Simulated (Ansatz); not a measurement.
Program: Ansatz. Geometries: PBE0-D4/def2-TZVP. ΔE: electronic, gas phase. CBS: MP2 limit from def2 TZ/QZ plus the TZ coupled-cluster correction, frozen cores. This one scheme is used for every species, atoms too. Functionals use def2-TZVPP. Open shells (•) are unrestricted, without spin–orbit coupling. Bonds to Ge are less sure, by a few kJ/mol each and by 10 to 20 or more in all where they break to atoms, as the def2 sets lack core-valence functions. Scalar relativity is left out up to krypton.

Consider the hydrogen abstraction from the O–H bond: `[OH][GeH3]` + H• → `[O][GeH3]`• + H₂.

```csv
level,ΔE (kJ/mol),difference from CCSD(T)/CBS
r2SCANh-D4,42.0,-20.0
r2SCANh,41.8,-20.2
r2SCAN0,40.6,-21.4
HF/def2-SVP,20.3,-41.7
MP2/def2-SVP,93.4,31.4
HF/def2-TZVPP,14.5,-47.5
MP2/def2-TZVPP,97.8,35.8
SCS-MP2/def2-TZVPP,74.6,12.6
HF/def2-QZVPP,14.2,-47.8
MP2/def2-QZVPP,101.4,39.4
CCSD(T)/CBS,62.0,0
```

Largest T1 diagnostic among the species: 0.015.

At CCSD(T), def2-SVP lies −8.2 kJ/mol from the extrapolated value and def2-TZVPP −6.4 kJ/mol. In def2-TZVPP, CCSD(T) changes the Hartree–Fock value by +41.1 kJ/mol (the triples alone add +6.2 kJ/mol) and MP2 by +83.3 kJ/mol. Leaving LDA and LC-ωPBE aside and taking each functional with its dispersion term where it has one, the values, not all of them listed here, spread over 38.5 kJ/mol, from BHLYP-D4 to PBE-QIDH. LDA lies +32.6 kJ/mol from PBE without D4.
